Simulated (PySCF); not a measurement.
BeO, singlet, geometry from GFN2-xTB (such geometries of metal compounds can be far from the true shape); HF/aug-cc-pVDZ in PySCF.

PySCF was given this input:
```python
from pyscf import gto, scf

mol = gto.M(
    atom='''
Be   -0.000000   -0.000000   -0.863051
O     0.000000    0.000000    0.431525
''',
    basis='aug-cc-pvdz',
    charge=0,
    spin=0,
    verbose=4,
)

mf = scf.RHF(mol)
mf.diis = False
mf.max_cycle = 100
mf.kernel()
```

What the program printed (banner, timings and long lists left out):

```
PySCF version 2.14.0

[INPUT] verbose = 4
[INPUT] num. atoms = 2
[INPUT] num. electrons = 12
[INPUT] charge = 0
[INPUT] spin (= nelec alpha-beta = 2S) = 0
[INPUT] symmetry False subgroup None
[INPUT] Mole.unit = angstrom
[INPUT] Symbol           X                Y                Z      unit          X                Y                Z       unit  Magmom
[...]
nuclear repulsion = 13.0804763485805
number of shells = 16
number of NR pGTOs = 70
number of NR cGTOs = 46
basis = aug-cc-pvdz
ecp = {}

******** <class 'pyscf.scf.hf.RHF'> ********
method = RHF
initial guess = minao
damping factor = 0
level_shift factor = 0
DIIS disabled
SCF conv_tol = 1e-09
SCF conv_tol_grad = None
SCF max_cycles = 100
direct_scf = True
direct_scf_tol = 1e-13
Set gradient conv threshold to 3.16228e-05
Initial guess from minao.
init E= -89.4137597845387
[...]
cycle= 1 E= -89.2381348609703  delta_E= 0.176  |g|= 0.832  |ddm|= 1.82
[...]
cycle= 2 E= -89.1613677449441  delta_E= 0.0768  |g|= 1.07  |ddm|= 2.11
[...]
cycle= 3 E= -89.1862516653819  delta_E= -0.0249  |g|= 1.11  |ddm|= 1.95
[...]
cycle= 4 E= -88.9745669980002  delta_E= 0.212  |g|= 1.39  |ddm|= 2.02
[...]
cycle= 5 E= -89.026446801799  delta_E= -0.0519  |g|= 1.44  |ddm|= 2.29
[...]
cycle= 6 E= -88.1754538252106  delta_E= 0.851  |g|= 2.21  |ddm|= 2.37
[...]
cycle= 7 E= -88.3885201526334  delta_E= -0.213  |g|= 2.28  |ddm|= 2.88
[...]
cycle= 8 E= -84.5354520448312  delta_E= 3.85  |g|= 3.33  |ddm|= 3.01
[...]
cycle= 9 E= -86.5098037047244  delta_E= -1.97  |g|= 3.49  |ddm|= 3.64
[...]
cycle= 10 E= -81.3145404044159  delta_E=  5.2  |g|= 3.06  |ddm|= 4.03
[...]
cycle= 11 E= -85.6578204018359  delta_E= -4.34  |g|= 3.75  |ddm|= 4.32
[...]
cycle= 12 E= -80.7580177561696  delta_E=  4.9  |g|= 3.16  |ddm|= 4.48
[...]
cycle= 13 E= -85.5634049358819  delta_E= -4.81  |g|= 3.77  |ddm|= 4.52
[...]
cycle= 14 E= -80.6836045385094  delta_E= 4.88  |g|= 3.17  |ddm|= 4.56
[...]
cycle= 15 E= -85.5520570778504  delta_E= -4.87  |g|= 3.78  |ddm|= 4.56
[...]
cycle= 16 E= -80.6731039716601  delta_E= 4.88  |g|= 3.18  |ddm|= 4.57
[...]
cycle= 17 E= -85.550585399711  delta_E= -4.88  |g|= 3.78  |ddm|= 4.57
[...]
cycle= 18 E= -80.6715253103379  delta_E= 4.88  |g|= 3.18  |ddm|= 4.57
[...]
cycle= 19 E= -85.550381847349  delta_E= -4.88  |g|= 3.78  |ddm|= 4.57
[...]
cycle= 20 E= -80.6712754347066  delta_E= 4.88  |g|= 3.18  |ddm|= 4.57
[...]
cycle= 21 E= -85.5503519682944  delta_E= -4.88  |g|= 3.78  |ddm|= 4.57
[...]
[...]
[...]
cycle= 69 E= -85.5503464528601  delta_E= -4.88  |g|= 3.78  |ddm|= 4.57
[...]
cycle= 70 E= -80.6712259800523  delta_E= 4.88  |g|= 3.18  |ddm|= 4.57
[...]
cycle= 71 E= -85.55034645286  delta_E= -4.88  |g|= 3.78  |ddm|= 4.57
[...]
cycle= 72 E= -80.6712259800522  delta_E= 4.88  |g|= 3.18  |ddm|= 4.57
[...]
cycle= 73 E= -85.5503464528601  delta_E= -4.88  |g|= 3.78  |ddm|= 4.57
[...]
cycle= 74 E= -80.6712259800522  delta_E= 4.88  |g|= 3.18  |ddm|= 4.57
[...]
cycle= 75 E= -85.5503464528601  delta_E= -4.88  |g|= 3.78  |ddm|= 4.57
[...]
cycle= 76 E= -80.6712259800522  delta_E= 4.88  |g|= 3.18  |ddm|= 4.57
[...]
cycle= 77 E= -85.5503464528601  delta_E= -4.88  |g|= 3.78  |ddm|= 4.57
[...]
cycle= 78 E= -80.6712259800522  delta_E= 4.88  |g|= 3.18  |ddm|= 4.57
[...]
cycle= 79 E= -85.5503464528601  delta_E= -4.88  |g|= 3.78  |ddm|= 4.57
[...]
cycle= 80 E= -80.6712259800523  delta_E= 4.88  |g|= 3.18  |ddm|= 4.57
[...]
cycle= 81 E= -85.55034645286  delta_E= -4.88  |g|= 3.78  |ddm|= 4.57
[...]
cycle= 82 E= -80.6712259800521  delta_E= 4.88  |g|= 3.18  |ddm|= 4.57
[...]
cycle= 83 E= -85.5503464528601  delta_E= -4.88  |g|= 3.78  |ddm|= 4.57
[...]
cycle= 84 E= -80.6712259800523  delta_E= 4.88  |g|= 3.18  |ddm|= 4.57
[...]
cycle= 85 E= -85.5503464528601  delta_E= -4.88  |g|= 3.78  |ddm|= 4.57
[...]
cycle= 86 E= -80.6712259800523  delta_E= 4.88  |g|= 3.18  |ddm|= 4.57
[...]
cycle= 87 E= -85.5503464528601  delta_E= -4.88  |g|= 3.78  |ddm|= 4.57
[...]
cycle= 88 E= -80.6712259800523  delta_E= 4.88  |g|= 3.18  |ddm|= 4.57
[...]
cycle= 89 E= -85.5503464528601  delta_E= -4.88  |g|= 3.78  |ddm|= 4.57
[...]
cycle= 90 E= -80.6712259800523  delta_E= 4.88  |g|= 3.18  |ddm|= 4.57
[...]
cycle= 91 E= -85.5503464528602  delta_E= -4.88  |g|= 3.78  |ddm|= 4.57
[...]
cycle= 92 E= -80.6712259800522  delta_E= 4.88  |g|= 3.18  |ddm|= 4.57
[...]
cycle= 93 E= -85.5503464528601  delta_E= -4.88  |g|= 3.78  |ddm|= 4.57
[...]
cycle= 94 E= -80.6712259800523  delta_E= 4.88  |g|= 3.18  |ddm|= 4.57
[...]
cycle= 95 E= -85.5503464528601  delta_E= -4.88  |g|= 3.78  |ddm|= 4.57
[...]
cycle= 96 E= -80.6712259800524  delta_E= 4.88  |g|= 3.18  |ddm|= 4.57
[...]
cycle= 97 E= -85.5503464528601  delta_E= -4.88  |g|= 3.78  |ddm|= 4.57
[...]
cycle= 98 E= -80.6712259800523  delta_E= 4.88  |g|= 3.18  |ddm|= 4.57
[...]
cycle= 99 E= -85.55034645286  delta_E= -4.88  |g|= 3.78  |ddm|= 4.57
[...]
cycle= 100 E= -80.6712259800523  delta_E= 4.88  |g|= 3.18  |ddm|= 4.57
SCF not converged.
SCF energy = -80.6712259800523
```

The run did not converge; its last values are not results.
